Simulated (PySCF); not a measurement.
# Ionisation energy of I³⁴⁺ by level of theory

I³⁴⁺ [Ar] 3d1 (2D) → I³⁵⁺ [Ar] (1S), as a difference of total energies. Calculation: PySCF 2.14, in an uncontracted even-tempered set (18 s from 5.3 bohr⁻², ratio 2.5; 12 p from 6.9 bohr⁻², ratio 2.5; 8 d from 6.9 bohr⁻², ratio 2.5; 4 f from 24 bohr⁻², ratio 2.7; 3 g from 36 bohr⁻², ratio 2.7); scalar relativity by spin-free X2C-1e. Correlated levels: outer shells: [Ne] frozen; virtual orbitals above 40 to 60 times the deepest correlated orbital energy dropped. The calculations carry no spin-orbit coupling.

```tsv
method	ionisation energy (eV)
UHF	2172.6
LDA	2173.7
PBE	2174.5
PBE0	2174.4
r2SCAN	2175.0
BHandHLYP	2174.5
PW91	2175.1
MP2 (outer shells)	2172.5
SCS-MP2 (outer shells)	2172.5
```

A first-order spin-orbit estimate (lowest level to lowest level, LS coupling) adds 9.169 eV.

Breit and QED terms and the two-electron picture change are absent.

First order in ζ underestimates the shift of j = l − 1/2 levels at high Z.

For comparison: 2181 ± 5 eV (theoretical estimate listed by NIST; NIST Atomic Spectra Database, ionization energies).
